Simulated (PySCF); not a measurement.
# A thermochemical cycle for SrH

MP2 in PySCF with def2-TZVP on every atom (core potentials on Sr), for the lowest determinant that a PBE0 search found; no spin–orbit coupling. SrH, a doublet (σ ↑), has De = 1.21 eV to neutral atoms, and SrH⁺, a singlet (closed shell), has De = 1.52 eV to Sr⁺ + H.

The adiabatic ionisation energy of SrH, between the minima, is 5.20 eV.

Which ionisation energy of the Sr atom does this level give?

IE(Sr) = IE(molecule) + De(ion) − De(neutral) = 5.20 + 1.52 − 1.21 = 5.51 eV; the measured value is 5.695 eV (NIST ASD).

Correlated steps freeze no core orbitals. For an ion De counts to the pair picked by the measured ionisation energies or electron affinities, which need not be the lowest pair at this level. Where the molecule has an RHF reference, its open-shell atoms are computed with UHF. States were picked by a PBE0 search and need not be the measured ground states.
